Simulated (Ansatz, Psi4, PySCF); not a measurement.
C₂H, doublet (typed; the unrestricted solution is spin-contaminated), geometry from GFN2-xTB. Base run: CCSD(T)/6-311G** (PySCF).

Here is a job for PySCF.
```python
from pyscf import gto, scf, cc

mol = gto.M(
    atom='''
C    -0.000000   -0.000000   -0.468661
C     0.000000    0.000000    0.723271
H    -0.000000   -0.000000   -1.527659
''',
    basis='6-311g**',
    charge=0,
    spin=1,
    verbose=3,
)

mf = scf.UHF(mol)
mf.kernel()

mycc = cc.CCSD(mf)
mycc.kernel()
et = mycc.ccsd_t()
print('E(CCSD(T)) = %.10f' % (mycc.e_tot + et))
```

The same geometry, method and basis name were run in Ansatz (a first-principles code) and Psi4 and PySCF, at each program's defaults and at the settings that a row names. The base is PySCF at its defaults. Differences at the defaults can come from grids, fitting, cores and function types together.

| code and settings | ΔE vs base (mEh) | basis functions | E (Eh) | SCF cycles |
|---|---|---|---|---|
| PySCF, defaults (exact integrals, spherical functions, all electrons correlated) | 0.000 | 42 | -76.46161 | 14 |
| Psi4, defaults (exact integrals, spherical functions, all electrons correlated) | 0.000 | 42 | -76.46161 | 15 |
| Ansatz, defaults (factorised integrals, spherical functions, frozen core) | 38.343 | 42 | -76.42327 | - |
| PySCF, frozen core | 38.343 | 42 | -76.42327 | 14 |
| Psi4, exact integrals, spherical functions, frozen core | 38.343 | 42 | -76.42327 | 15 |
| Ansatz, high accuracy, frozen core | 38.343 | 42 | -76.42327 | - |

Open shells are given as the SCF converged; they aren't shown to be the lowest states, and a large step between rows can be another state.
